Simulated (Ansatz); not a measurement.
The cluster Be₄Se₃⁺, relaxed as a doublet with UKS B3LYP-D4/def2-SVP in Ansatz, starting from the GFN2-xTB geometry. Force threshold 0.02 eV/Å.

Another isomer (doublet) lies 0.64 eV lower at PBE0-D4/def2-TZVP; other spin states weren't run for this one.

Start:

Cartesian coordinates in Å:
```
Be 0.471 1.363 -3.415
Be 0.125 -1.018 4.214
Be -1.219 -2.150 3.544
Be -0.035 -0.054 0.242
Se 0.777 2.059 -5.220
Se 0.180 0.655 -1.516
Se -0.300 -0.855 2.152
```

**Question.** Estimate the energy that the relaxation releases and the steps that it takes.

**Answer.** 106.6 kcal/mol, in 42 steps; 3.6 min on 4 threads of Arm Neoverse V1 on a shared host. No frequencies were taken in this run, so the end may be a saddle point.

**Question.** Does the start keep its bonding and symmetry?

**Answer.** Bonds lost: Be4–Se6 (atoms count from 1). Bonds formed: Be2–Se6, Be3–Se6, Be4–Se5 (atoms count from 1). Metal–metal contacts that move far: Be2–Be3 1.88 to 2.42 Å. Point group Cs at the start, C2v at the end, both within 0.05 Å.

**Question.** Predict the relaxed structure.

**Answer.** 
```xyz
7

Be   -0.402    1.111   -1.085
Be    0.379    0.604    1.524
Be   -1.289   -0.892    0.605
Be    1.158   -0.873   -0.686
Se    0.988    0.312   -2.312
Se   -1.513    1.264    0.697
Se    0.679   -1.526    1.257
```
Bond lengths (bridged metal pairs left out): 8 × Be–Se 2.02 to 2.17 Å.
